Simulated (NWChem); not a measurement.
System: C₂H₄N₃ cation; SMILES [nH]1c[nH+]cn1

```xyz
9

C     -1.0467     0.4578     0.0000
N     -0.8800    -0.8317     0.0000
N      0.4462    -0.9992     0.0000
C      1.1061     0.1449     0.0000
N      0.1669     1.0924     0.0000
H     -2.0093     0.9690     0.0000
H      0.8401    -1.9412     0.0000
H      2.1874     0.2842     0.0000
H      0.3334     2.0984     0.0000
```
Atoms are numbered in this order, from 1.

Results from NWChem. Pople sets run with spherical d functions. Geometry: optimised at PBE0/def2-SVP. Atomic charges in e: unrestrained fits to the electrostatic potential beside Mulliken populations; buried atoms are poorly determined by the fit.

For level Hartree-Fock/6-31G*:

- Mulliken C1: 0.32
- Mulliken N2: -0.21
- ESP N3: 0.07
- Mulliken N3: -0.49
- Mulliken C4: 0.43
- ESP N5: -0.24
- Mulliken N5: -0.74

Problem. How do the values read with level B3LYP/def2-SVP instead?

Solution. The Mulliken C1 is 0.17 and the Mulliken N2 is -0.02. The ESP N3 comes out as 0.18, the Mulliken N3 is 0.01 and the Mulliken C4 comes out as 0.23. The ESP N5 is -0.14. The Mulliken N5 is -0.07.
